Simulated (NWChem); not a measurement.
System: BF

All runs: NWChem. Pople sets run with spherical d functions. Coordinates come from a PBE-D3(BJ)/def2-SVP optimisation. Core excitations by TDA in a window of 1s orbitals, non-relativistic and unshifted: absolute energies depend strongly on the exact-exchange share.

```json
[
 {"level": "B K edge, BHandHLYP/cc-pVTZ", "first 1s excitation (eV)": "188.3", "dipole oscillator strength of the first": "0.0957", "first state with f > 0.002 (eV)": "188.3", "dipole oscillator strength of that state": "0.0957", "relative time": "4"},
 {"level": "B K edge, B3LYP/cc-pVTZ", "first 1s excitation (eV)": "182.7", "dipole oscillator strength of the first": "0.0707", "first state with f > 0.002 (eV)": "182.7", "dipole oscillator strength of that state": "0.0707", "relative time": "3"},
 {"level": "F K edge, PBE/cc-pVTZ", "first 1s excitation (eV)": "660.7", "dipole oscillator strength of the first": "0.0114", "first state with f > 0.002 (eV)": "660.7", "dipole oscillator strength of that state": "0.0114", "relative time": "2"},
 {"level": "F K edge, B3LYP/6-311G**", "first 1s excitation (eV)": "670.4", "dipole oscillator strength of the first": "0.0155", "first state with f > 0.002 (eV)": "670.4", "dipole oscillator strength of that state": "0.0155", "relative time": "1"}
]
```

Relative times are rough (shared machine, one core).
